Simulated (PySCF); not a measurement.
SMILES c1csc(-c2cccs2)c1 (C8H6S2), singlet at its GFN2-xTB optimised geometry (Å):

```
16

C     -0.3165    -2.9905     0.0000
C      1.0418    -2.9905     0.0000
S      1.6924    -1.3994     0.0000
C      0.0935    -0.7089     0.0000
C     -0.0926     0.7075     0.0001
C      0.8602     1.6922     0.0000
C      0.3144     2.9897     0.0000
C     -1.0438     2.9880     0.0001
S     -1.6925     1.3962     0.0001
C     -0.8605    -1.6923     0.0000
H     -0.9115    -3.8862     0.0000
H      1.7102    -3.8282     0.0000
H      1.9148     1.4806    -0.0001
H      0.9082     3.8862     0.0000
H     -1.7134     3.8247     0.0001
H     -1.9148    -1.4792     0.0000
```

Calculation: PySCF with CAM-B3LYP/def2-TZVP.

Map of the LUMO amplitude (bohr^(-3/2)) on the plane z = 0.8 Å; orbital energy -0.41 eV, overall sign arbitrary:

```
|+++++++++++++++++++++++++|
|+++++++++++++++++++++++++|
|++++++++====+++++++++++++|
|+++++++======++++++++++++|
|+++++++==---=++++++++++++|
|+++++++=-:.:=***+++++++++|
|+++++++=-. :+##**++++++++|
|+++++++++-:-*%%#*++++++++|
|++++++**#*+=*%@%**+++++++|
|++++++*%@%*=+#@%**+++++++|
|++++++*%@%+::=***++++++++|
|++++++**#*=. :=+*++++++++|
|+++++++**+=. .=+**+++++++|
|++++++++*+=: .=*#**++++++|
|++++++++***=::+%@#*++++++|
|+++++++**%@#+=*%@%*++++++|
|+++++++**%@%*=+*#**++++++|
|++++++++*#%%*-:-+++++++++|
|++++++++**##+: .-=+++++++|
|+++++++++***=:.:-=+++++++|
|++++++++++++=---==+++++++|
|++++++++++++======+++++++|
|+++++++++++++====++++++++|
|+++++++++++++++++++++++++|
|+++++++++++++++++++++++++|
```
Scale: ten equal steps from -0.084 (start of ' ') to 0.076 (end of '@'), in the order ' .:-=+*#%@'; x runs from -6.00 to 6.00, y from -6.00 (bottom) to 6.00 (top).
